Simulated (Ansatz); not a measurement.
Cartesian coordinates in Å:
```
C -0.3927 -0.2359 -1.3261
N -0.2659 0.6804 -0.2092
Ge 0.5712 0.0774 1.3124
H -0.7624 0.2932 -2.2093
H -1.0576 -1.0938 -1.1452
H 0.5922 -0.6353 -1.5844
H -1.1376 1.1521 -0.0137
H 0.5076 1.2120 2.3456
H 2.0227 -0.2506 0.9263
H -0.0775 -1.1995 1.9036
```

Total charge 0; spin multiplicity 1.

Task: List the PBE/def2-TZVPP orbital energies in eV (the Gaussian-basis code of Ansatz). (An estimate is asked.)

Result: Computed: Occupied: -10804.33, -1337.67, -1191.09, -1191.08, -1191.08, -380.09, -269.42, -162.29, -113.74, -113.72, -113.71, -29.62, -29.56, -29.54, -29.50, -29.49, -21.55, -16.24, -13.62, -11.50, -10.32, -9.93, -8.39, -8.17, -7.99, -5.28. Lowest empty: -0.27, 0.48, 0.86, 1.26, 1.47, 1.63, 2.58, 2.89.
